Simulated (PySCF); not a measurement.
# C₆ coefficients of unlike pairs at MN15

Calculated with PySCF 2.14 from the dipole response of each species, C₆(A,B) = (3/π) ∫ α_A(iu) α_B(iu) du, in atomic units, from isotropic polarisabilities. For ions this is the dispersion term alone; charge-induced terms of lower order in 1/R come first.

```
species           configuration                                                                 basis      relativity  α (bohr³)  C₆ (like pair)
   Tc³⁺           [Kr] 4d4 (5D)                             aug-cc-pwCVDZ-PP with ECP28MDF (6s6p5d3f)  core potential      5.602           25.06
    Ir⁺  [Xe] 4f14 5d7 6s1 (5F)                           aug-cc-pwCVTZ-PP with ECP60MDF (8s8p7d4f3g)  core potential      25.16           205.9
    Rh⁺           [Kr] 4d8 (3F)  def2-QZVPPD with the def2 core potential (28 electrons) (7s5p4d4f2g)  core potential      13.48           84.58
   In²⁺      [Kr] 4d10 5s1 (2S)    def2-TZVPPD with the def2 core potential (28 electrons) (7s5p4d2f)  core potential      13.92           66.53
```

Estimate C₆ for Rh⁺ with Tc³⁺.

The integral gives 45.17. The combination rule 2 C_A C_B / (C_A α_B/α_A + C_B α_A/α_B) gives 44.41 and the geometric mean 46.04.

No spin-orbit coupling is included.

The other pairs:

```
      pair     C₆
  Rh⁺, Ir⁺  130.5
 Ir⁺, Tc³⁺  67.70
In²⁺, Tc³⁺  39.16
 In²⁺, Rh⁺  74.52
 In²⁺, Ir⁺  116.6
```
